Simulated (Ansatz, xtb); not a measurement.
Stretching the C3–H4 bond in CH4Si (SMILES C[SiH]) (multiplicity 1 held, fragments rigid). Energies count from the point at 1.090 Å.
Geometry at that point (charge 0, multiplicity 1):
```xyz
6

Si    -0.44284    -0.33733     0.51775
H     -1.42990    -0.70044    -0.59087
C      0.77077     0.54411    -0.65074
H      1.64710     0.94860    -0.14442
H      0.25621     1.35865    -1.17490
H      1.10167    -0.14881    -1.43392
```

Restricted levels (R-, RO-) in cc, def2 and unpolarised 6-31G sets keep to the state of the molecule at rest. U- levels take the lowest unrestricted solution at each point, which mixes spins at long bonds. Levels need not reach the same state.

Cores are frozen in the correlated methods.

Codes used: Ansatz (Gaussian orbitals); xtb for the GFN methods. Each number belongs to the level named beside it. The GFN methods have no spin term and hold the electronic entropy of 300 K.

One of these levels gives 6.376 eV for the energy at R = 3.488 Å. Which one is it?
A) GFN2-xTB
B) R-MP2/cc-pV(D+d)Z
C) R-HF/cc-pV(D+d)Z
D) U-SCS-MP2/cc-pV(D+d)Z

B, R-MP2/cc-pV(D+d)Z. The others give 5.395 (GFN2-xTB), 8.066 (R-HF/cc-pV(D+d)Z), 4.831 (U-SCS-MP2/cc-pV(D+d)Z)

Doubts at one or more of the structures used: a restricted determinant that unrestricted orbitals would lower (R-HF/cc-pV(D+d)Z, R-MP2/cc-pV(D+d)Z); a spin-contaminated determinant (U-SCS-MP2/cc-pV(D+d)Z).

Ansatz is a program for electronic structure.
